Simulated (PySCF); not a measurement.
PySCF 2.14 output of an unrestricted LDA calculation on a single atom or ion in cc-pVTZ-PP with ECP60MDF (5s5p4d2f1g, 63 functions), with scalar relativity through the core potential:

```
SCF conv_tol = 1e-09
number electrons alpha = 10  beta = 8
    P. A. M. Dirac.,  Math. Proc. Cambridge Philos. Soc. 26, 376 (1930)
    F. Bloch.,  Z. Phys. 57, 545 (1929)
    S. H. Vosko, L. Wilk, and M. Nusair.,  Can. J. Phys. 58, 1200 (1980)
cycle= 1 E= -119.165259226822  delta_E= -0.000158  |g|= 0.193  |ddm|= 0.451
cycle= 2 E= -119.145333781192  delta_E= 0.0199  |g|= 0.333  |ddm|= 0.57
cycle= 3 E= -119.183038506167  delta_E= -0.0377  |g|= 0.0502  |ddm|= 0.295
cycle= 4 E= -119.183738405062  delta_E= -0.0007  |g|= 0.0303  |ddm|= 0.0826
cycle= 5 E= -119.183847346406  delta_E= -0.000109  |g|= 0.0243  |ddm|= 0.0489
cycle= 6 E= -119.184117267659  delta_E= -0.00027  |g|= 0.0027  |ddm|= 0.0591
cycle= 7 E= -119.184118885744  delta_E= -1.62e-06  |g|= 0.00148  |ddm|= 0.00123
cycle= 8 E= -119.18411986647  delta_E= -9.81e-07  |g|= 4.59e-05  |ddm|= 0.00353
cycle= 9 E= -119.184119867616  delta_E= -1.15e-09  |g|= 7.27e-06  |ddm|= 0.000166
cycle= 10 E= -119.184119867639  delta_E= -2.3e-11  |g|= 5e-07  |ddm|= 1.93e-05
converged SCF energy = -119.184119867639  <S^2> = 2.0003505  2S+1 = 3.0002336
```

The run itself started from symmetry-adapted Hartree-Fock orbitals and held the occupation by maximum overlap, on a logarithmic radial grid, so the iterations belong to that start.

Problem. Which element, charge and spin multiplicity is this?

Solution. Pt (platinum, neutral), multiplicity 3; the state was [Xe] 4f14 5d9 6s1, high-spin 3D determinant.

Energies and moments cover only the electrons outside the core potential. Spin-orbit coupling, absent here, splits the open shell strongly.
